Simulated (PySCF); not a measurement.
GeH6O2Si, SMILES [OH][GeH]([OH])[SiH3]. Atoms are numbered in the order given.

```xyz
10

O     -1.1240    -1.0640    -1.0210
Ge    -0.4266    -0.0281     0.2668
O     -0.9902     1.6613     0.0499
Si     1.9323    -0.2551    -0.0273
H     -2.0932    -1.0890    -0.9772
H     -1.0110    -0.3875     1.6460
H     -0.6674     2.0412    -0.7821
H      2.3031     0.2529    -1.3768
H      2.3417    -1.6799     0.0987
H      2.6377     0.5532     1.0051
```

Geometry: TPSSh-D3(BJ)/def2-SVP. The structure was generated by enumeration, and PubChem lists no compound with its InChIKey, so it may never have been made. The values are those of a single conformer.

Method: PBE/pcSseg-1 (PySCF).

GIAO shieldings, no solvent; atoms listed in one row are averaged. δ = σ(ref) − σ: ¹⁷O against H2O (σ = 334.3 ppm); ⁷³Ge against GeH4 (σ = 1614.4 ppm); ²⁹Si against TMS (σ = 335.4 ppm); ¹H against TMS (σ = 31.49 ppm), references at their B3LYP-D3(BJ)/def2-TZVP geometries, non-relativistic.

**Question.** Estimate the chemical shifts. (An estimate is asked for; the answer gives what the named calculation found.)

**Answer.** 
```csv
nucleus,atoms,count,δ (ppm)
¹⁷O,O3,1,92.8
¹⁷O,O1,1,82.7
⁷³Ge,Ge2,1,416.5
²⁹Si,Si4,1,-108.1
¹H,H6,1,6.38
¹H,"H8, H9, H10",3,3.85
¹H,H5,1,1.89
¹H,H7,1,1.72
```
